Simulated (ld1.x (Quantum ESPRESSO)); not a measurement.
**Transferability test, PAW potential for Cd (Z = 48)**

ld1.x (Quantum ESPRESSO) 7.5 input, shortened:

```
&input
   title='Cd', zed=48., rel=2, dft='PBE', iswitch=3,
   config='[Kr] 4d10 4f-2 5s1 5p0', rel_dist='average'
 /
 &inputp
   pseudotype=3, lpaw=.true., tm=.true., lloc=-1, rcloc=1.30,
   nlcc=.true., new_core_ps=.true., rcore=1.05,
   which_augfun='BESSEL', rmatch_augfun=0.75
 /
7
4S  1  0   2.00   0.00  1.15  1.45  0.0
5S  2  0   1.00   0.00  1.15  1.45  0.0
4P  2  1   6.00   0.00  1.25  1.45  0.0
5P  3  1   0.00   0.00  1.25  1.45  0.0
4D  3  2  10.00   0.00  1.05  1.40  0.0
4D  3  2   0.00   3.70  1.05  1.40  0.0
4F  4  3  -2.00   0.15  0.95  1.20  0.0
 &test
   configts(1)='4s2 4p6 4d10 5s1 5p0'
 /
```

Open shells are filled in proportion to 2j + 1 (rel_dist='average').

Energies are relative to the spin-unpolarised reference configuration 4s2 4p6 4d10 5s1 5p0; without spin polarisation the order of configurations can differ from experiment. Not all tests gave a result: test run stopped at test 7 of 7 (negative rho). The frozen-core shift is the all-electron ΔE with the core orbitals held at their reference shape minus the fully relaxed ΔE.

```
valence configuration  charge  ΔE all-electron (eV)  error AE − PS (meV)  frozen-core shift (meV)
 4s2 4p6 4d10 5s2 5p0       0                -9.273                 +0.8                      0.0
 4s2 4p6 4d10 5s0 5p0      +2                17.127                 +2.8                     -0.1
  4s2 4p6 4d9 5s0 5p0      +3                55.134                 +3.7                     +0.4
 4s2 4p6 4d10 5s1 5p1       0                -4.614                 +0.3                      0.0
 4s1 4p6 4d10 5s2 5p0      +1               104.217                 +5.3                     +4.1
```

Question: What are ΔE and the potential's error for 4s2 4p6 4d10 5s0 5p1?

Answer: ΔE = 5.769 eV all-electron; the error (AE − PS) is 0.0 meV.

Levels in the configuration 4s2 4p6 4d10 5s1 5p1:

```csv
level,all-electron (eV),pseudo (eV)
4s j=1/2,-107.824,-107.827
4p j=1/2,-72.932,-72.929
4p j=3/2,-67.111,-67.110
4d j=3/2,-14.079,-14.078
4d j=5/2,-13.378,-13.377
5s j=1/2,-6.924,-6.925
5p j=1/2,-2.224,-2.224
5p j=3/2,-2.009,-2.010
```

A variational frozen-core shift is positive and of second order in the change. This column holds negative values, so the frozen-core run of ld1.x carries numerical noise or an error of first order here, and the column gives no more than the rough size of the effect.

The ghost test of this file was not conclusive.
